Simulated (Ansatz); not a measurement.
Zn10O10. Total charge 0; singlet. Geometry r2SCAN-D4/def2-SVP.

```xyz
20

Zn   -3.227    1.791   -0.478
Zn    2.749   -2.253    1.286
Zn   -0.782    2.199    0.709
Zn    3.020   -1.911   -1.008
Zn    1.554    0.902   -2.632
Zn   -0.510    2.431   -1.976
Zn   -0.245   -0.140    2.368
Zn   -2.720   -0.220    1.299
Zn   -0.132   -2.343    0.848
Zn    1.704    0.245    0.058
O     2.595   -0.175   -1.617
O     0.665    1.746   -0.408
O     1.368   -0.806    1.637
O     1.172   -2.772   -0.609
O     1.335   -3.598    0.690
O    -1.873    2.955   -0.782
O     0.361    1.912   -3.476
O    -1.501   -1.569    1.788
O    -1.496    1.234    2.126
O    -4.037    0.373    0.176
```

Single mean-field runs in def2-SVP, def2-TZVP are fitted with def2-universal-jkfit. The structure holds one bond between oxygen atoms, so isomers without such links may lie far lower. The restricted singlet is unstable towards broken spin symmetry in Hartree–Fock (as tested in another run); at PBE-D4/def2-SVP, PBE-D4/def2-TZVP, r2SCAN-D4/def2-SVP, r2SCANh-D4/def2-SVP and others this wasn't settled. Another isomer (singlet) lies 1.91 eV lower at PBE0-D4/def2-TZVP; other spin states weren't run for this one.

Problem. Estimate the orbital energies around the gap (eV) in Ansatz with PBE-D4/def2-SVP, PBE-D4/def2-TZVP, r2SCAN-D4/def2-SVP, r2SCANh-D4/def2-SVP, PBE0-D4/def2-SVP.

Solution. 
```csv
orbital,PBE-D4/def2-SVP,PBE-D4/def2-TZVP,r2SCAN-D4/def2-SVP,r2SCANh-D4/def2-SVP,PBE0-D4/def2-SVP
HOMO−13,-7.09,-7.54,-7.41,-7.99,-8.63
HOMO−12,-7.08,-7.53,-7.32,-7.86,-8.49
HOMO−11,-6.81,-7.27,-7.12,-7.70,-8.35
HOMO−10,-6.67,-7.13,-6.97,-7.57,-8.23
HOMO−9,-6.40,-6.88,-6.70,-7.30,-7.95
HOMO−8,-6.30,-6.77,-6.60,-7.18,-7.84
HOMO−7,-6.24,-6.70,-6.51,-7.08,-7.73
HOMO−6,-6.01,-6.47,-6.26,-6.83,-7.47
HOMO−5,-5.85,-6.34,-6.13,-6.70,-7.35
HOMO−4,-5.76,-6.31,-5.99,-6.52,-7.14
HOMO−3,-5.64,-6.15,-5.92,-6.49,-7.13
HOMO−2,-5.45,-6.06,-5.71,-6.26,-6.90
HOMO−1,-5.33,-5.80,-5.62,-6.21,-6.88
HOMO,-5.09,-5.51,-5.17,-5.44,-5.77
LUMO,-3.02,-3.42,-2.83,-2.54,-2.22
LUMO+1,-2.89,-3.31,-2.68,-2.37,-2.06
LUMO+2,-2.04,-2.45,-1.79,-1.46,-1.16
LUMO+3,-1.74,-2.21,-1.44,-1.10,-0.80
LUMO+4,-1.41,-1.98,-1.12,-0.78,-0.50
LUMO+5,-1.27,-1.75,-0.93,-0.57,-0.29
```
